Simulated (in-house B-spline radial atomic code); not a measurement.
CAM-B3LYP excitations of S⁴⁺

Method: CAM-B3LYP. Computed with an all-electron radial atomic-structure program (B-spline basis): linear response of the closed shell [Ne] 3s2 with the functional's adiabatic kernel; non-relativistic, point nucleus, no spin-orbit coupling, no double excitations, S, P, D and F terms only.

Command:
```bash
python run_td.py task.json out
```
Settings (radii: box in bohr, nucleus in fm):
```
Z                        16
electrons                12
configuration            [Ne] 3s2
hamiltonian              nr
method                   camb3lyp
box_radius               19.1
intervals                51
```

Run time, properties included: 0.7 s on 1 thread of Arm Neoverse N1, with other jobs on the host.

The lowest states, in the order of their Tamm-Dancoff energies; the method's threshold (minus the highest occupied level) is 68.94 eV. Labels give the largest channel, * marks a mixed state, and oscillator strengths are full-response dipole values. Semilocal kernels can invert the small singlet-triplet splittings of Rydberg terms. Energies in eV:

| state | full response | Tamm-Dancoff | oscillator strength |
| --- | --- | --- | --- |
| 3s → 3p 3P | 9.534 | 9.859 | - |
| 3s → 3p 1P | 15.714 | 16.338 | 1.35 |
| 3s → 3d 3D | 27.334 | 27.411 | - |
| 3s → 3d 1D | 29.900 | 29.915 | - |
| 3s → 4s 3S | 37.59 | 37.60 | - |
| 3s → 4s 1S | 38.81 | 38.85 | - |
| 3s → 4p 3P | ? | ? | - |
| 3s → 4p 1P | 42.27 | 42.31 | 0.104 |
| 3s → 4d 3D | ? | ? | - |
| 3s → 4d 1D | 47.74 | 47.74 | - |

(1) Where does 3s → 4p 3P lie?

(2) Where does 3s → 4d 3D lie?

(3) How large is the singlet-triplet splitting of 3s → 3p (P terms) in Tamm-Dancoff?

(4) What polarisabilities and dispersion coefficient does the method give?

Results:

(1) At 41.78 eV in full response, 41.78 eV in Tamm-Dancoff.

(2) At 47.47 eV in full response, 47.47 eV in Tamm-Dancoff.

(3) 6.48 eV, from the unrounded values.

(4) Dipole 4.202 bohr³, quadrupole 6.174 bohr⁵, C6 8.13 hartree·bohr⁶ for two such species.
